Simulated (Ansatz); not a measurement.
Consider the ligand exchange at the Si–S bond: `[SiH3][SiH2][S][GeH3]` + `O[SiH2]S` → `O[SiH2]S[SiH2][SiH3]` + `[SH][GeH3]`.

Gas-phase electronic energies from Ansatz, PBE0-D4/def2-TZVP geometries. CCSD(T)/CBS adds triple-zeta CCSD(T) − MP2 to the extrapolated MP2 energy (def2 sets, frozen cores). Functionals use def2-TZVPP. B3LYP here is the variant with VWN-RPA as its local correlation; programs differ in this. For Ge outer-core shells are correlated without core-valence functions, which leaves a few kJ/mol of doubt a bond. Scalar relativity is left out up to krypton. One conformer a species, not always the lowest.

```json
{"level": "r2SCAN-D4", "ΔE (kJ/mol)": "2.1", "difference from CCSD(T)/CBS": "-1.5"}
{"level": "B3LYP-D4", "ΔE (kJ/mol)": "2.8", "difference from CCSD(T)/CBS": "-0.8"}
{"level": "ωB97X-V", "ΔE (kJ/mol)": "2.4", "difference from CCSD(T)/CBS": "-1.2"}
{"level": "ωB97M-V", "ΔE (kJ/mol)": "1.8", "difference from CCSD(T)/CBS": "-1.8"}
{"level": "B2PLYP", "ΔE (kJ/mol)": "3.6", "difference from CCSD(T)/CBS": "0.0"}
{"level": "PBE", "ΔE (kJ/mol)": "3.0", "difference from CCSD(T)/CBS": "-0.6"}
{"level": "r2SCAN", "ΔE (kJ/mol)": "2.4", "difference from CCSD(T)/CBS": "-1.2"}
{"level": "PBE0", "ΔE (kJ/mol)": "2.7", "difference from CCSD(T)/CBS": "-0.9"}
{"level": "HF/def2-TZVPP", "ΔE (kJ/mol)": "3.7", "difference from CCSD(T)/CBS": "0.1"}
{"level": "MP2/def2-TZVPP", "ΔE (kJ/mol)": "3.7", "difference from CCSD(T)/CBS": "0.1"}
{"level": "SCS-MP2/def2-TZVPP", "ΔE (kJ/mol)": "3.8", "difference from CCSD(T)/CBS": "0.2"}
{"level": "CCSD/def2-TZVPP", "ΔE (kJ/mol)": "3.6", "difference from CCSD(T)/CBS": "0.0"}
{"level": "CCSD(T)/def2-TZVPP", "ΔE (kJ/mol)": "3.5", "difference from CCSD(T)/CBS": "-0.1"}
{"level": "HF/def2-QZVPP", "ΔE (kJ/mol)": "3.3", "difference from CCSD(T)/CBS": "-0.3"}
{"level": "MP2/def2-QZVPP", "ΔE (kJ/mol)": "3.7", "difference from CCSD(T)/CBS": "0.1"}
{"level": "HF/CBS(def2)", "ΔE (kJ/mol)": "3.2", "difference from CCSD(T)/CBS": "-0.4"}
{"level": "CCSD(T)/CBS", "ΔE (kJ/mol)": "3.6", "difference from CCSD(T)/CBS": "0"}
```

Largest T1 diagnostic among the species: 0.012.
